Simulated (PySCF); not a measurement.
Vertical excitation energies

Compound: C6H6F (charge +1).
Z-matrix (Å and degrees, GFN2-xTB geometry), rows numbered from 1:
```
F 
C   1  1.3193
C   2  1.3734  1  119.84
C   3  1.4545  2  119.79  1   179.94
C   4  1.4551  3  116.84  2    -0.04
C   5  1.3726  4  121.27  3     0.16
C   6  1.3948  5  120.19  4    -0.11
H   3  1.0817  2  120.13  1    -0.15
H   4  1.1060  3  109.90  2   126.12
H   4  1.1059  3  109.95  2  -126.37
H   5  1.0811  4  118.26  3  -179.94
H   6  1.0800  5  120.57  4   179.90
H   7  1.0826  2  118.62  1     0.21
```

Method used: TDDFT wB97X-D/def2-SVPD, vertical, gas phase, core orbitals frozen in the response (PySCF).

Q: What does the calculation give for the low-lying excited states?

A: 

```csv
state,E (eV),E (hartree),f,|μ| (D),symmetry,"main configurations (H = HOMO, L = LUMO)"
S1,3.81,0.1401,0.105,2.69,A′,H→L (98%)
S2,5.31,0.1950,0.0020,0.32,A″,H-2→L (96%)
S3,5.62,0.2067,0.088,2.04,A′,"H-1→L (86%), H→L+1 (13%)"
S4,6.04,0.2218,0.0022,0.31,A″,H-3→L (95%)
S5,6.91,0.2541,0.0013,0.22,–,H-4→L (90%)
S6,7.11,0.2613,0.409,3.90,A′,"H→L+1 (83%), H-1→L (12%)"
S7,7.53,0.2767,0.0000,0.01,–,H-5→L (91%)
S8,8.18,0.3008,0.0031,0.32,A″,"H-7→L (47%), H-2→L+1 (43%)"
```

Triplets (Tamm–Dancoff): T1 2.06 eV, H→L (98%); T2 3.85 eV, H-1→L (93%); T3 4.79 eV, H→L+1 (88%).

The lowest singlet comes at 325 nm (368 kJ/mol) in the ultraviolet; it is of moderate strength; its leading configuration is HOMO→LUMO (98%). The most intense listed level is S6 at 7.11 eV (174 nm, f = 0.409), 3.30 eV above S1. Löwdin shares by element: HOMO carbon 73% or more (atoms not listed hold the other 27%); LUMO carbon 71% or more (atoms not listed hold the other 29%). The listed states span 4.37 eV, and the widest gap between neighbours is 1.50 eV (S1 to S2). The oscillator strengths of these states sum to 0.611; summed over the whole spectrum of an exact calculation they would give the number of electrons, 50 (Thomas–Reiche–Kuhn). Of the 8 states listed, 3 reach f = 0.01 and 1 stays under 0.0005. Symmetry labels in Cs follow from the direction of the transition dipole and are given only for states with f of 0.002 or more. Singlets were solved by full linear response, triplets in the Tamm–Dancoff approximation.

Time: 22 s. Hardware: one thread of an x86-64 server (shared host).
